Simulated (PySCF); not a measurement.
Exercise with solution: chemical shift, span and skew from a shielding tensor

methyl(silyl)silane (CH8Si2), SMILES C[SiH2][SiH3]. Atoms are numbered in the order given.

```xyz
11

Si    -0.2238     1.5680     0.0000
Si     0.6441    -0.6184     0.0000
C     -0.7507    -1.8966     0.0000
H      0.8692     2.5860     0.0000
H     -1.0740     1.7875    -1.2099
H     -1.0740     1.7875     1.2099
H      1.5085    -0.7973     1.2070
H      1.5085    -0.7973    -1.2070
H     -1.3868    -1.7801    -0.8916
H     -1.3868    -1.7801     0.8916
H     -0.3444    -2.9205     0.0000
```

Geometry: B3LYP-D3(BJ)/def2-SVP.

GIAO shieldings from B3LYP/pcSseg-1 (PySCF), non-relativistic, no solvent. The symmetric part of the tensor of Si1 has the principal values 434.7, 439.8, 456.2 ppm. The same nucleus in TMS has σ = 338.7 ppm at this level (PySCF, at its B3LYP-D3(BJ)/def2-TZVP geometry).

### Question
Work out the isotropic shielding, the ²⁹Si shift against TMS, the span and the skew.

### Answer

σ(iso) = (σ11 + σ22 + σ33)/3 = 443.6 ppm. δ = σ(ref) − σ(iso) = 338.7 − (443.6) = -104.9 ppm.
Span Ω = σ33 − σ11 = 21.5 ppm. Skew κ = 3(σ(iso) − σ22)/Ω = 0.53. Tumbling in solution averages the tensor to δ; in a static solid the shielding alone would spread this spin-1/2 line over Ω.
